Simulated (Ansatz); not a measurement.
Start from `[F][GeH3]` and change one atom or group to get `[CH3][GeH2][F]`.

Ansatz, PBE0-D4/def2-TZVP geometries, multiplicity 1. 

Scalar relativity is left out up to krypton.

```tsv
property	`[F][GeH3]`
size of the dipole moment (B3LYP/def2-TZVPP) / D	2.12
LUMO energy (ωB97M-V/def2-TZVPP) / eV	1.72
ideal-gas entropy at 298 K and 1 bar (rigid rotor, harmonic PBE0-D4/def2-TZVP) / J/(mol·K)	252
HOMO energy (B3LYP/def2-TZVPP) / eV	-9.48
HOMO–LUMO gap (ωB97M-V/def2-TZVPP) / eV	13.69
zero-point energy (PBE0-D4/def2-TZVP) / kJ/mol	66.6
```

(1) What does the change do to each property? (Best estimate.)

## Answers

(1) The calculation gave: 
| property | `[CH3][GeH2][F]` | shift |
| --- | --- | --- |
| size of the dipole moment (B3LYP/def2-TZVPP) / D | 2.46 | 0.34 |
| LUMO energy (ωB97M-V/def2-TZVPP) / eV | 2.22 | 0.50 |
| ideal-gas entropy at 298 K and 1 bar (rigid rotor, harmonic PBE0-D4/def2-TZVP) / J/(mol·K) | 302 | 50 |
| HOMO energy (B3LYP/def2-TZVPP) / eV | -8.86 | 0.62 |
| HOMO–LUMO gap (ωB97M-V/def2-TZVPP) / eV | 13.55 | -0.14 |
| zero-point energy (PBE0-D4/def2-TZVP) / kJ/mol | 143.2 | 76.6 |

With PBE0 the HOMO rises by 0.61 eV and the LUMO rises by 0.54 eV, so the gap narrows by about 0.07 eV. PBE moves the HOMO by 0.48 eV and ωB97M-V by 0.65 eV. The zero-point energy changes by 76.6 kJ/mol with +9 modes. Dipoles are sizes alone; their direction can turn.

B3LYP here is the variant with VWN-RPA as its local correlation; programs differ in this.
